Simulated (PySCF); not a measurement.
Fractional electron number in Fe²⁺ (iron, charge +2)

The 3d beta orbital of [Ar] 3d6 is emptied in steps (occupation f), with all orbitals relaxed, ending at [Ar] 3d5. All numbers are calculated (PySCF 2.14, no relativity, point nucleus, in def2-TZVPPD (6s6p4d2f1g, 67 functions)). The exact energy is a straight line in f; departures are measured from the line between the end points of the same method.

| f | BHandHLYP (eV) | wB97X (eV) | MN15 (eV) |
| --- | --- | --- | --- |
| 1 | 0.000 | 0.000 | 0.000 |
| 0.9 | -0.243 | -0.248 | -0.405 |
| 0.7 | -0.577 | -0.587 | -0.955 |
| 0.5 | -0.698 | -0.708 | -1.148 |
| 0.3 | -0.596 | -0.601 | -0.972 |
| 0.1 | -0.260 | -0.258 | -0.420 |
| 0 | 0.000 | 0.000 | 0.000 |

```
   method  E(f=0) − E(f=1) (eV)  −ε at f=1 (eV)  −ε at f=0.5 (eV)
BHandHLYP                30.800          28.127            30.743
    wB97X                31.091          28.360            31.050
     MN15                31.347          26.872            31.294
```

Orbital energy along the path (eV):

```json
{"f": "1", "BHandHLYP": "-28.127", "wB97X": "-28.360", "MN15": "-26.872"}
{"f": "0.9", "BHandHLYP": "-28.620", "wB97X": "-28.867", "MN15": "-27.725"}
{"f": "0.7", "BHandHLYP": "-29.653", "wB97X": "-29.930", "MN15": "-29.480"}
{"f": "0.5", "BHandHLYP": "-30.743", "wB97X": "-31.050", "MN15": "-31.294"}
{"f": "0.3", "BHandHLYP": "-31.885", "wB97X": "-32.212", "MN15": "-33.159"}
{"f": "0.1", "BHandHLYP": "-33.086", "wB97X": "-33.392", "MN15": "-35.064"}
{"f": "0", "BHandHLYP": "-33.716", "wB97X": "-33.946", "MN15": "-36.030"}
```

Reference removal energy between the ground levels: 30.651 ± 0.012 eV (measured; NIST Atomic Spectra Database, ionization energies). The calculation has no spin-orbit coupling. The determinant left behind need not be the lowest term of the ion.
